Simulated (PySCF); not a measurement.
**Two-component Hartree-Fock for I³⁺ (iodine, charge +3)**

Start: [Kr] 4d10 5s1 5p3; 5s1/2 filled at m_j = +1/2; 5p3/2 filled at m_j = -1/2, +1/2, +3/2. Calculated with PySCF 2.14 in x2c-TZVPall-2c with one added diffuse shell each of s, p, d, f type (9s10p6d3f, 90 functions): generalised Hartree-Fock with the X2C-1e Hamiltonian and a Gaussian nucleus; one run each with spin-orbit coupling (SO) switched off, then screened by Boettger's factors. This is a chosen level, not necessarily the ground level.

```json
{"spinor shell": "1s1/2", "electrons": "2", "ε, spin-free (eV)": "-33367.7", "ε, screened SO (eV)": "-33363.9", "weight of nominal j (screened SO)": "1.000", "rms radius, screened SO (bohr)": "0.0311"}
{"spinor shell": "2s1/2", "electrons": "2", "ε, spin-free (eV)": "-5283.3", "ε, screened SO (eV)": "-5282.2", "weight of nominal j (screened SO)": "1.000", "rms radius, screened SO (bohr)": "0.127"}
{"spinor shell": "2p1/2", "electrons": "2", "ε, spin-free (eV)": "-4738.4", "ε, screened SO (eV)": "-4946.2", "weight of nominal j (screened SO)": "1.000", "rms radius, screened SO (bohr)": "0.109"}
{"spinor shell": "3s1/2", "electrons": "2", "ε, spin-free (eV)": "-1135.5", "ε, screened SO (eV)": "-1135.2", "weight of nominal j (screened SO)": "1.000", "rms radius, screened SO (bohr)": "0.334"}
{"spinor shell": "3p1/2", "electrons": "2", "ε, spin-free (eV)": "-954.80", "ε, screened SO (eV)": "-995.00", "weight of nominal j (screened SO)": "1.000", "rms radius, screened SO (bohr)": "0.327"}
{"spinor shell": "3p3/2", "electrons": "4", "ε, spin-free (eV)": "-954.80", "ε, screened SO (eV)": "-936.49", "weight of nominal j (screened SO)": "1.000", "rms radius, screened SO (bohr)": "0.338"}
{"spinor shell": "3d3/2", "electrons": "4", "ε, spin-free (eV)": "-684.51", "ε, screened SO (eV)": "-691.54", "weight of nominal j (screened SO)": "1.000", "rms radius, screened SO (bohr)": "0.311"}
{"spinor shell": "3d5/2", "electrons": "6", "ε, spin-free (eV)": "-684.51", "ε, screened SO (eV)": "-679.48", "weight of nominal j (screened SO)": "1.000", "rms radius, screened SO (bohr)": "0.314"}
{"spinor shell": "4s1/2", "electrons": "2", "ε, spin-free (eV)": "-243.96", "ε, screened SO (eV)": "-243.85", "weight of nominal j (screened SO)": "1.000", "rms radius, screened SO (bohr)": "0.788"}
{"spinor shell": "4p1/2", "electrons": "2", "ε, spin-free (eV)": "-184.85", "ε, screened SO (eV)": "-192.78", "weight of nominal j (screened SO)": "0.998", "rms radius, screened SO (bohr)": "0.825"}
{"spinor shell": "4p3/2", "electrons": "4", "ε, spin-free (eV)": "-184.85", "ε, screened SO (eV)": "-181.17", "weight of nominal j (screened SO)": "0.999", "rms radius, screened SO (bohr)": "0.853"}
{"spinor shell": "4d3/2", "electrons": "4", "ε, spin-free (eV)": "-95.578", "ε, screened SO (eV)": "-96.722", "weight of nominal j (screened SO)": "0.952", "rms radius, screened SO (bohr)": "0.983"}
{"spinor shell": "4d5/2", "electrons": "6", "ε, spin-free (eV)": "-95.578", "ε, screened SO (eV)": "-94.685", "weight of nominal j (screened SO)": "0.968", "rms radius, screened SO (bohr)": "0.987"}
{"spinor shell": "5s1/2", "electrons": "1", "ε, spin-free (eV)": "-57.464", "ε, screened SO (eV)": "-57.379", "weight of nominal j (screened SO)": "1.000", "rms radius, screened SO (bohr)": "1.96"}
{"spinor shell": "5p3/2", "electrons": "3", "ε, spin-free (eV)": "-41.543", "ε, screened SO (eV)": "-41.575", "weight of nominal j (screened SO)": "0.605", "rms radius, screened SO (bohr)": "2.22"}
```

(1) Where does 2p3/2 lie, and what is the 2p spin-orbit splitting (screened SO)?

| quantity | spin-free | screened SO |
| --- | --- | --- |
| E (hartree) | -7109.31290 | -7111.45064 |
| M_J | 2 | 2 |
| ⟨J²⟩ | 6.003 | 6.003 |
| ⟨L²⟩ | 0.000 | 0.063 |
| ⟨S²⟩ | 6.003 | 5.940 |

Each row is a mean over spinors that exchange with the open shell spreads, by up to 1.520 eV (4s1/2).

Rows whose weight is well below 1 are mixtures of j = l ± 1/2: exchange outweighs spin-orbit coupling there, and the label is only the starting occupation.

Breit and QED terms are absent; they matter most for the inner s and p1/2 levels.

Densities and radii are taken from the X2C orbitals without a picture-change correction, which distorts them close to the nucleus.

Without spin-orbit coupling the j labels of p, d and f shells carry no meaning; the spin-free column gives the mean over the occupied spinors of each nl shell.

Results:

(1) At -4644.7 eV, 301.44 eV above 2p1/2.
